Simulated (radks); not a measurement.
Problem. O2+, 6 electrons, occupied as [He] 2s2 2p2. Calculated with a radial shooting solver on a logarithmic mesh with Libxc functionals: Dirac Kohn-Sham, LB94 model potential, spin-unpolarised, spherical densities, finite nucleus; open shells fill j = l - 1/2 first; Fermi nuclear charge, rms radius 2.6991 fm. Some entries of the table are withheld. Estimate them.

| orbital | occ. | eigenvalue (eV) | r(max) (bohr) |
|---|---|---|---|
| 1s1/2 | 2 | (1) | 0.1294 |
| 2s1/2 | 2 | (2) | 0.8331 |
| 2p1/2 | 2 | (3) | 0.7216 |
| 2p3/2 | 0 | (4) | 0.7226 |

Solution. 
(1) 1s1/2 eigenvalue (eV): -585.5024
(2) 2s1/2 eigenvalue (eV): -65.9242
(3) 2p1/2 eigenvalue (eV): -51.7383
(4) 2p3/2 eigenvalue (eV): -51.6783
